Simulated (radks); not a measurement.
Spherical quantum dot in the effective-mass picture: electrons in a well V = -V0 / (1 + exp((r - R)/a)) with V0 = 17.9, R = 2.75, a = 0.23, with a point charge +2 (a donor) at the centre, all in effective atomic units (hartree* = m*/eps^2 hartree, bohr* = eps/m* bohr), one dielectric constant everywhere. Method: non-relativistic Kohn-Sham, PBEsol, spin-polarised, spherical densities; computed with a radial shooting solver with Libxc functionals. Levels are named by radial order and angular momentum (1s, 1p, 1d, 2s, ...), and open shells are averaged over m. Results are scaled to m* = 0.152 and eps = 14.6, for which hartree* = 19.4 meV and bohr* = 5.083 nm.

N = 2, configuration 1s2. This is the lowest configuration that the search found. Occupied and some empty levels:

| level | occupation | eigenvalue (meV) | <r> (nm) |
|---|---|---|---|
| 1s | 2 | -354.78 | 4.144 |
| 1p | 0 | -323.30 | 7.166 |
| 2s | 0 | -312.43 | 7.140 |
| 1d | 0 | -301.12 | 8.315 |

Energy (meV): total -747.172, kinetic 64.239, external -833.76, Hartree 44.014, exchange-correlation -21.666.
